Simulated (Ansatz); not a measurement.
Cartesian coordinates (Å):
SMILES: C=[N]
```xyz
4

C     -0.0225     0.0029     0.0001
N      1.2043    -0.1525    -0.0087
H     -0.4731     1.0047     0.0101
H     -0.7087    -0.8551    -0.0015
```
Charge 0, spin multiplicity 2.

The numbers are results of frozen-core CCSD(T)/cc-pVTZ // PBE0-D3(BJ)/def2-TZVP in Ansatz (a quantum-chemistry and plane-wave program), not measurements.

| Item | Value |
|---|---|
| HF energy | -93.46587 Ha |
| MP2 correlation energy | -0.30960 Ha |

Estimate the CCSD correlation energy, the (T) correction, the total energy and the T1 diagnostic.


```
Item                           Result
-----------------------  ------------
CCSD correlation energy   -0.34210 Ha
(T) correction            -0.01464 Ha
CCSD(T) total energy     -93.82261 Ha
T1 diagnostic                   0.043
```
